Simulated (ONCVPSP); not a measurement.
# rubidium (Rb), ONCV: configuration errors across variants

```
Element                 : Rb (Z = 37)
Generator               : ONCVPSP 4.0.1
Type                    : optimised norm-conserving Vanderbilt (ONCV)
Functional              : LDA (Perdew-Zunger)
Relativity              : fully relativistic
Frozen core             : [Ar] 3d10
Valence charge          : 9
Reference configuration : 4s2 4p6 5s0.5 5p0.5
Partial waves           : 4s+5s: rc 2.80 bohr, ncon 4, nbas 7, qcut 5.4 1/bohr, 2 projectors; 4p+5p: rc 3.25 bohr, ncon 4, nbas 7, qcut 4.8 1/bohr, 2 projectors; d scattering state at 0.04 Ha: rc 3.00 bohr, ncon 3, nbas 8, qcut 3.5 1/bohr, 1 projector
Local potential         : polynomial inside 2.45 bohr (lpopt 5, dvloc0 3 Ha)
Core correction         : Teter function, fcfact 1.75, rcfact 1.1
```

Open shells are filled in proportion to 2j + 1.

All-electron excitation energies from the reference (eV): (1) 4s2 4p6 5s1 5p0 -0.796; (2) 4s2 4p6 5s0 5p0 3.481; (3) 4s2 4p6 5s0.5 5p0 0.863; (4) 4s1 4p6 5s1 5p0 37.032.

3 further variants failed, have other tests or another functional or relativity, and are left out.

Errors AE − PS in meV (a dash: test not solved or not reliable):

```tsv
change	(1)	(2)	(3)	(4)	bound ghosts	GHOST(+) flags above zero
base	0.0	-0.1	0.0	-202	none	none
local potential polynomial inside 2.45 bohr (lpopt 5, dvloc0 5 Ha)	0.0	-0.1	0.0	-205	none	none
core correction Teter function, fcfact 3.5, rcfact 1.1	0.0	-0.1	0.0	-210	none	none
p: qcut 7.2	0.0	0.0	0.0	-194	none	none
local potential polynomial inside 2.55 bohr (lpopt 5, dvloc0 0 Ha)	0.0	-0.1	0.0	-195	none	none
```

Problem. Give the same row for: core correction Teter function, fcfact 1.75, rcfact 1.06.

Solution. 0.0, -0.1, 0.0, -201; bound ghosts: none; GHOST(+) flags above zero: none.
